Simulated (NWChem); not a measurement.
## Correlation energy of CH2F

```xyz
4

C     -0.6428     0.1005     0.0000
F      0.6807    -0.0533     0.0000
H     -1.1346    -0.0614     0.9634
H     -1.1346    -0.0614    -0.9634
```
Charge 0, spin multiplicity 2.

Everything below was run with NWChem. All single points use one geometry, from UB3LYP/def2-SVP, a minimum by its harmonic frequencies.

Basis set: STO-3G. Each correlation energy counts from its own Hartree-Fock reference.

```
method           correlation energy (mHa)
---------------  ------------------------
UMP2                                -55.5
SCS-UMP2                            -60.8
CCSD on UHF                         -78.0
CCSD[T] on UHF                      -79.8
CCSD(T) on UHF                      -79.4
CCSD on ROHF                        -80.9
CCSD[T] on ROHF                     -83.0
CCSD(T) on ROHF                     -82.6
CCSDT on ROHF                       -83.0
```

The values span 27.5 mHa, from CCSD[T] on ROHF (lowest) to UMP2 (highest). 

The correlated methods keep 2 core orbitals frozen. The structure started from a generated list of species. The unpaired electrons of the parent sit in orbitals of symmetry a' (Cs labels of the run); other states weren't searched. The stability of the SCF solutions was not checked. Open-shell Hartree-Fock references start from PBE0 orbitals. No row is a measurement; the coupled-cluster row has its own basis-set and correlation limits.
